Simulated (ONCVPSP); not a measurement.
# tin (Sn) ONCV: all-electron and pseudo phase curves

tin (Sn), optimised norm-conserving Vanderbilt (ONCV), made with ONCVPSP 4.0.1 (PBEsol, scalar-relativistic). Core [Ar] 3d10, reference 4s2 4p6 4d10 5s2 5p2. Waves: 4s+5s: rc 1.40 bohr, ncon 3, nbas 7, qcut 9.3 1/bohr, 2 projectors; 4p+5p: rc 1.30 bohr, ncon 3, nbas 6, qcut 8.2 1/bohr, 2 projectors; 4d: rc 1.15 bohr, ncon 4, nbas 9, qcut 7.9 1/bohr, 2 projectors, debl 3.6 Ha. Local part: polynomial inside 0.90 bohr (lpopt 5, dvloc0 -1 Ha). Core correction: polynomial model core, fcfact 0.4.

The phase is arctan(r·R′/R) of the radial function R(r), unwrapped; energies in Ha, scanned from -6 to 5 Ha. A pole is an energy at which the radial function vanishes at the test radius. The pseudo phase is shifted by a multiple of π to meet the all-electron one at the reference energy, and phase errors are pseudo minus all-electron; the curves can meet again beyond the range given. Levels narrower than the energy grid can be missing from the lists of poles.

**Question.** For each channel, where are the poles, and over which energies does the pseudopotential scatter like the atom?

**Answer.**

```
channel  radius (bohr)  reference energy (Ha)  poles, all-electron  poles, pseudo  unbroken range about the reference energy with phases within 0.05 rad  phase error 1 Ha above the reference energy (rad)
      s           1.42                  -0.39                -4.46          -4.46                                                        the whole range                                             -0.001
      p           1.32                  -0.14                -2.23          -2.23                                                        the whole range                                             -0.000
      d           1.16                  -0.95                 2.04           2.04                                                        the whole range                                             +0.000
```

Phases in the s channel:

| E (Ha) | all-electron | pseudo |
| --- | --- | --- |
| -5.96 | 0.834 | 0.833 |
| -5.68 | 0.434 | 0.433 |
| -5.40 | -0.455 | -0.456 |
| -5.12 | -1.137 | -1.137 |
| -4.84 | -1.409 | -1.409 |
| -4.56 | -1.540 | -1.540 |
| -4.28 | -1.618 | -1.618 |
| -4.00 | -1.673 | -1.673 |
| -3.72 | -1.714 | -1.715 |
| -3.44 | -1.750 | -1.750 |
| -3.16 | -1.782 | -1.782 |
| -2.88 | -1.812 | -1.812 |
| -2.60 | -1.843 | -1.843 |
| -2.32 | -1.874 | -1.875 |
| -2.04 | -1.909 | -1.909 |
| -1.76 | -1.947 | -1.947 |
| -1.48 | -1.990 | -1.990 |
| -1.20 | -2.041 | -2.041 |
| -0.92 | -2.103 | -2.103 |
| -0.64 | -2.180 | -2.180 |
| -0.36 | -2.277 | -2.277 |
| -0.08 | -2.404 | -2.404 |
| 0.20 | -2.571 | -2.571 |
| 0.48 | -2.787 | -2.787 |
| 0.76 | -3.050 | -3.052 |
| 1.04 | -3.335 | -3.338 |
| 1.32 | -3.602 | -3.606 |
| 1.60 | -3.821 | -3.827 |
| 1.88 | -3.991 | -3.997 |
| 2.16 | -4.119 | -4.126 |
| 2.44 | -4.217 | -4.225 |
| 2.72 | -4.293 | -4.302 |
| 3.00 | -4.354 | -4.363 |
| 3.28 | -4.403 | -4.413 |
| 3.56 | -4.444 | -4.455 |
| 3.84 | -4.478 | -4.491 |
| 4.12 | -4.506 | -4.522 |
| 4.40 | -4.532 | -4.551 |
| 4.68 | -4.554 | -4.578 |
| 4.96 | -4.573 | -4.606 |
